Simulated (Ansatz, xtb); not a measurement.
## CH5SeSi+: which of two isomers lies lower

We compare X, `C[Se+]=[SiH2]`, a singlet, with Y, `[H]/[Se+]=[SiH]\C`, a singlet. Both are isolated ions in the gas phase, relaxed with r2SCAN-D4/def2-SVP.

X (Å):

```xyz
8

C    -1.7819   -0.3998   -0.0275
Se   -0.5316    1.0400   -0.5390
Si   -0.7569    2.4186    1.1069
H    -2.2797   -0.1846    0.9253
H    -2.5089   -0.4714   -0.8470
H    -1.1767   -1.3134    0.0393
H    -1.6845    2.1285    2.2242
H     0.0542    3.6530    1.0604
```

Y (Å):

```xyz
8

C    -1.8191    0.8867    0.1233
Se   -0.3679   -2.2420    1.0882
Si   -0.6496   -0.4872   -0.1757
H    -2.4134    0.7679    1.0403
H    -1.2476    1.8322    0.1731
H    -2.4957    0.9696   -0.7475
H     0.2316   -0.4964   -1.3635
H    -1.3896   -1.7984    2.0595
```

Energies in hartree; the thermal terms are from r2SCAN-D4/def2-SVP harmonic frequencies (ideal gas, rigid rotor, one conformer each, 298.15 K, 1 atm) and include the zero-point energy:

```
                                X            Y
E, CCSD(T)/def2-TZVP  −2729.915804  −2729.937263
   zero-point energy      0.054129      0.053260
        H(298 K) − E      0.060631      0.059781
        G(298 K) − E      0.024414      0.023649
```

Work out ΔE, ΔE₀, ΔH and ΔG for X → Y in kJ/mol (1 Eh = 2625.50 kJ/mol) and the equilibrium ratio [Y]/[X].

1. ΔE = −2729.937263 − (−2729.915804) = −0.021459 Eh = −56.34 kJ/mol.
2. ΔE₀ = ΔE + ΔZPE = −0.021459 + (−0.000869) Eh = −58.62 kJ/mol.
3. ΔH = ΔE + (−0.000850) Eh = −58.57 kJ/mol.
4. ΔG = ΔE + (−0.000765) Eh = −58.35 kJ/mol, so ΔS = (ΔH − ΔG)/T = −0.7 J/(mol K).
5. kT = 0.9442 mEh, so K = [Y]/[X] = exp(−ΔG/kT) = exp(+23.54) ≈ 1.7 × 10^10.

Structure Y is favoured at this temperature. An error of 4 kJ/mol in ΔG would change K by a factor of 5. Mirror images and further conformers aren't counted.

As drawn, Y has 1 Se–H, 1 C–Si in place of 1 C–Se, 1 Si–H.

Other levels gave ΔE = −2.5 (GFN2-xTB); −44.6 (HF/STO-3G, GFN2-xTB geometries); −65.6 (r2SCAN-D4/def2-SVP//GFN2-xTB); −67.8 (r2SCAN-D4/def2-SVP); −61.3 (HF/def2-TZVP); −58.7 (MP2/def2-TZVP) kJ/mol. The correlated steps freeze 15 core orbitals; the filled d shell of Se is correlated, in a basis made for valence electrons. Programs: Ansatz 0.2.0, xtb 6.7.1.
